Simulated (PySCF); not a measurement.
## Steps of a relaxation of TlH3

TlH3 (singlet). PySCF 2.14.0, RKS B3LYP, Tl def2-SVP with ECP60, H def2-SVP; non-relativistic Hamiltonian with scalar-relativistic core potentials where named; density fitting; no spin-orbit coupling. Origin of the start: template. Columns: position (Å) and force (eV/Å). Energies are counted from the last step; some of the 8 steps are shown. Forces carry noise of the integration grid, about 0.01 to 0.03 eV/Å.

Run from Python with OMP_NUM_THREADS=2. Where DIIS fails, smearing, a level shift and second-order steps follow.
It took 4 s on 2 threads of Intel(R) Xeon(R) 6975P-C (Granite Rapids), with other jobs on the host, from the converged density of the start.

```xyz
4
step 0  E = 1.445 eV
Tl   -0.0095    0.0000    0.0000     2.51    0.00    0.00
H    -0.0095    0.0000    1.9700    -0.84    0.00   -1.79
H    -0.0095    0.0000   -1.9700    -0.84    0.00    1.79
H     1.9605    0.0000    0.0000    -0.82    0.00    0.00
```

```xyz
4
step 2  E = 0.162 eV
Tl    0.2986    0.0000    0.0000     0.17    0.00    0.00
H    -0.2130    0.0000    1.6795    -0.32    0.00   -0.36
H    -0.2130    0.0000   -1.6795    -0.32    0.00    0.36
H     2.0592    0.0000    0.0000     0.46    0.00    0.00
```

```xyz
4
step 5  E = 0.000 eV
Tl    0.4786    0.0000    0.0000     0.03    0.00    0.00
H    -0.3916    0.0000    1.5235    -0.02    0.00    0.03
H    -0.3916    0.0000   -1.5235    -0.02    0.00   -0.03
H     2.2365    0.0000    0.0000     0.01    0.00    0.00
```

Q: Where does the relaxation end?

A: It converges at step 7 in D3h:
```xyz
4
step 7  E = 0
Tl    0.4819    0.0000    0.0000
H    -0.3952    0.0000    1.5240
H    -0.3952    0.0000   -1.5240
H     2.2402    0.0000    0.0000
```

Q: How did the contacts change?

A: 
| contact | start (Å) | end (Å) |
| --- | --- | --- |
| Tl1–H2 (H) | 1.970 | 1.758 |
| Tl1–H3 (H) | 1.970 | 1.758 |
| Tl1–H4 (H) | 1.970 | 1.758 |
